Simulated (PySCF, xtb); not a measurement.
Ge(H)2(Cl)(vinyl) (C2H5ClGe), SMILES C=[CH][GeH2][Cl]. The values are those of a single conformer.

Harmonic wavenumbers (cm⁻¹) from GFN2-xTB (xtb) at its own minimum, in rising order: 74, 109, 317, 345, 376, 518, 544, 624, 680, 834, 918, 987, 1019, 1243, 1398, 1652, 1870, 1917, 3034, 3068, 3092.

Problem. What does PySCF 2.14.0 with r2SCAN-D4/def2-SVP give at its own minimum? (An estimate is asked for; the answer gives what the named calculation found.)

Solution. 98, 145, 340, 392, 416, 573, 588, 684, 770, 881, 978, 995, 1024, 1262, 1404, 1663, 2155, 2157, 3119, 3136, 3223. Paired by order, the mean absolute difference is 66 cm⁻¹ and the zero-point energies are 35.2 and 37.2 kcal/mol.
